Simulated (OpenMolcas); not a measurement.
Mo3+ (d3) in a complex was computed by SS-CASPT2, IPEA 0.25 Eh, imaginary shift 0.1 Eh with the d shell active (OpenMolcas, ANO-RCC-VTZP on the metal). Its lowest spin-free states, and all those of the highest spin:

| 2S+1 | Degeneracy | E (cm-1) |
| --- | --- | --- |
| 4 | 1 | 0 |
| 4 | 2 | 1210 |
| 2 | 1 | 4690 |
| 2 | 2 | 5580 |
| 4 | 1 | 6450 |
| 2 | 1 | 7600 |
| 2 | 1 | 8260 |
| 2 | 1 | 8590 |
| 2 | 2 | 8820 |
| 2 | 1 | 9900 |
| 2 | 2 | 10770 |
| 2 | 2 | 11690 |
| 4 | 2 | 28320 |
| 4 | 1 | 33810 |
| 4 | 1 | 34060 |
| 4 | 2 | 43180 |

Is the site octahedral, tetrahedral or cube-like, axial, or of lower symmetry?

The states with 2S+1 = 4 have orbital degeneracies 1, 2, 1, 2, 1, 1, 2. There are pairs but no triples, so the site is axial: not cubic, but with a proper or improper axis of order three or more. The run had Mo3+ with 4 ligands (chloride) in square-planar coordination (D4h) at 2.32 Å. A charge of +0.25 e stands 2.4 Å behind each ligand. Ligand basis ANO-RCC-VDZP.

Over all roots computed the reference weight is 0.71 to 0.72; a low but even weight reflects the number of correlated electrons. The least metal-like active orbital is 72 % on the metal (Löwdin) and no ligand orbital is active, so the numbers are rough. Ligand-to-metal charge-transfer states are missing. With no ligand orbital active B as a rule stays too high, so bands that hang on it stand too high and its fall with covalency is understated. No measured value stands beside these numbers; the geometry was imposed, not optimised, and the real ion may take another.
